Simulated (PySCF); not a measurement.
## Multinuclear NMR of C3H7ClO3Si

Molfile (atoms numbered from 1):
```
C3H7ClO3Si
     RDKit          3D

 15 14  0  0  0  0  0  0  0  0999 V2000
   -1.7076    1.3939    0.2845 O   0  0  0  0  0  0  0  0  0  0  0  0
   -1.7811    0.2528    0.6782 C   0  0  0  0  0  0  0  0  0  0  0  0
   -2.5269   -0.0715    1.7389 O   0  0  0  0  0  0  0  0  0  0  0  0
   -0.8839   -1.2394   -0.1349 Si  0  0  0  0  0  4  0  0  0  0  0  0
    0.1754   -0.6975   -1.2375 O   0  0  0  0  0  0  0  0  0  0  0  0
    0.9797    0.4444   -1.2315 C   0  0  0  0  0  0  0  0  0  0  0  0
    2.1124    0.3492   -0.2212 C   0  0  0  0  0  0  0  0  0  0  0  0
    1.4614    0.4112    1.4332 Cl  0  0  0  0  0  0  0  0  0  0  0  0
   -2.9571    0.7193    2.1120 H   0  0  0  0  0  0  0  0  0  0  0  0
   -1.8067   -1.9756   -0.9866 H   0  0  0  0  0  0  0  0  0  0  0  0
   -0.2910   -2.0293    0.9403 H   0  0  0  0  0  0  0  0  0  0  0  0
    0.3684    1.3288   -1.0229 H   0  0  0  0  0  0  0  0  0  0  0  0
    1.4132    0.5346   -2.2341 H   0  0  0  0  0  0  0  0  0  0  0  0
    2.6393   -0.5989   -0.3235 H   0  0  0  0  0  0  0  0  0  0  0  0
    2.8000    1.1859   -0.3338 H   0  0  0  0  0  0  0  0  0  0  0  0
  1  2  2  0
  2  3  1  0
  2  4  1  0
  4  5  1  0
  5  6  1  0
  6  7  1  0
  7  8  1  0
  3  9  1  0
  4 10  1  0
  4 11  1  0
  6 12  1  0
  6 13  1  0
  7 14  1  0
  7 15  1  0
M  END
```

[PySCF 2.14.0 with density-fitted response routines: PBE0/pcSseg-1 with gauge-including orbitals; coordinates at the GFN2-xTB level; no solvent; relativity neglected; a single conformation; rapidly exchanging positions averaged]

**Question.** What are the ²⁹Si shifts?

**Answer.** 
```tsv
atoms	environment	σ (ppm)	δ (ppm)
Si4	silicon bonded to C, O, 2 H	397.3	-46.6
```

Shieldings were converted by a linear fit to measured shifts: ²⁹Si: δ = 279.94 − 0.822σ (rms 8.9 ppm, 72 shifts, 25.8 ppm with the 6 outliers that the fit left out vs TMS, solution or neat liquid). A few per cent of atoms miss by over 2 rms, more outside the fitted compound classes.

On a 600 MHz spectrometer ²⁹Si resonates near 119.2 MHz, so 1 ppm is 119.2 Hz.

**Question.** What are the ¹⁷O shifts?

**Answer.** 
```csv
atoms,environment,σ (ppm),δ (ppm)
O1,carbonyl oxygen,-177.5,428.4
O3,acid hydroxyl oxygen,100.4,175.3
O5,"oxygen bonded to C, Si",317.4,-22.4
```

Shieldings were converted by a linear fit to measured shifts: ¹⁷O (scatter 10.7 ppm rms, 12.2 ppm with the 3 outliers that the fit left out vs liquid water, solution or neat liquid). A few per cent of atoms miss by over 2 rms, more outside the fitted compound classes.

On a 600 MHz spectrometer ¹⁷O resonates near 81.3 MHz, so 1 ppm is 81.3 Hz.

In solution the two oxygens of a carboxylic acid exchange roles by proton transfer and give one 17O line. Hydrogen bonding in solution shields acid and N–H amide carbonyl oxygens by tens of ppm.
